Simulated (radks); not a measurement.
Values are calculated unless marked as measured or tabulated.
Problem. These are the eigenvalues of the occupied orbitals of an atom or ion with whole-number occupations (hartree). Level of theory: scalar-relativistic Kohn-Sham, PBE, spin-polarised, spherical densities, finite nucleus; Fermi nuclear charge, rms radius of each element as measured or else 0.836 A^(1/3) + 0.57 fm (a radial shooting solver on a logarithmic mesh with Libxc functionals).

1s up: -2245.031
1s down: -2244.212
2s up: -556.6459

Which element is it, and in what charge state? The configuration may be excited. Open shells, if any, are filled with parallel spins first.

Solution. Z = 66, dysprosium, charge +63: Dy63+ in [He] 2s1. The list shows which subshells hold electrons but not how many an open one holds; the 1s level, -2245 hartree, gives Z - s = 67.0 by -(Z - s)^2/2, which with screening and relativity narrows Z to a few neighbours, and the depths of the outer levels then fix element, charge and occupations together.
